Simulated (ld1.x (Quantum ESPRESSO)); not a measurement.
**Scattering properties, TM potential for titanium**

| Quantity | Value |
| --- | --- |
| Element | Ti |
| Generator | ld1.x (Quantum ESPRESSO) 7.5 |
| Type | norm-conserving Troullier–Martins (Kleinman–Bylander form) |
| Functional | PBE |
| Relativity | fully relativistic |
| Frozen core | [Ne] |
| Valence charge | 12 |
| Reference configuration | 3s2 3p6 3d2 4s1 4p0 (charge +1) |
| Partial waves | 3s (bound): rc 1.75 bohr; 3p (bound): rc 1.35 bohr; 3d (bound): rc 1.35 bohr |
| Local potential | the d channel |
| Core correction | Bessel-smoothed model core, default radius (core density twice the valence density) |

Open shells are filled in proportion to 2j + 1 (rel_dist='average').

Occupied shells without a wave of their own: 4s. They enter only through the test configuration that unscreens the potential, and ld1.x also counts them in the model core charge.

The phase is arctan(r·u′/u) with u = r·R(r), unwrapped; energies in Ry, scanned from -7 to 5 Ry. A pole is an energy at which the radial function vanishes at the test radius. The pseudo phase is shifted by a multiple of π to meet the all-electron one at the reference energy, and phase errors are pseudo minus all-electron; the curves can meet again beyond the range given. Levels narrower than the energy grid can be missing from the lists of poles.

**Question.** For each channel, where are the poles, and over which energies does the pseudopotential scatter like the atom?

**Answer.**

```tsv
channel	radius (bohr)	reference energy (Ry)	poles, all-electron	poles, pseudo	unbroken range about the reference energy with phases within 0.05 rad	phase error 1 Ry above the reference energy (rad)
s	1.90	-5.14	-4.76	-4.76, 1.08	below -1.6	-0.003
p1/2	1.90	-3.42	-2.88	-2.88	the whole range	+0.001
p3/2	1.90	-3.38	-2.82	-2.82	the whole range	+0.001
d3/2	1.90	-0.84	0.13	0.14	below 2.7	+0.004
d5/2	1.90	-0.83	0.14	0.14	below 2.8	+0.002
```

A Bessel basis up to 400 Ry misses an occupied level by 0.04 Ry, so cutoffs and ghosts were not judged. The potential misses its own reference levels by up to 1.2 eV, so it is not fit for use. ld1.x takes every shell without a wave as core, so the model core holds the 4s electrons as well and exchange and correlation see them twice. This cancels in the reference configuration, but the file is broken for other ones, and its errors say nothing about a proper core correction.

Phases in the s channel:

```tsv
E (Ry)	all-electron	pseudo
-7.00	1.271	1.270
-6.74	1.247	1.246
-6.48	1.213	1.212
-6.22	1.160	1.158
-5.96	1.063	1.060
-5.70	0.823	0.818
-5.44	-0.114	-0.121
-5.18	-1.211	-1.211
-4.92	-1.495	-1.495
-4.66	-1.604	-1.605
-4.40	-1.664	-1.666
-4.14	-1.703	-1.706
-3.88	-1.732	-1.736
-3.62	-1.757	-1.762
-3.36	-1.778	-1.785
-3.10	-1.798	-1.807
-2.84	-1.818	-1.829
-2.58	-1.837	-1.853
-2.32	-1.858	-1.879
-2.06	-1.880	-1.908
-1.80	-1.903	-1.943
-1.54	-1.930	-1.986
-1.28	-1.960	-2.043
-1.02	-1.996	-2.121
-0.76	-2.037	-2.240
-0.50	-2.087	-2.444
-0.24	-2.149	-2.831
0.02	-2.227	-3.487
0.28	-2.328	-4.080
0.54	-2.460	-4.405
0.80	-2.636	-4.587
1.06	-2.862	-4.704
1.32	-3.135	-4.793
1.58	-3.422	-4.868
1.84	-3.682	-4.941
2.10	-3.891	-5.017
2.36	-4.051	-5.104
2.62	-4.171	-5.213
2.88	-4.263	-5.357
3.14	-4.335	-5.559
3.40	-4.391	-5.846
3.66	-4.438	-6.217
3.92	-4.476	-6.601
4.18	-4.508	-6.911
4.44	-4.535	-7.129
4.70	-4.559	-7.280
4.96	-4.580	-7.387
```
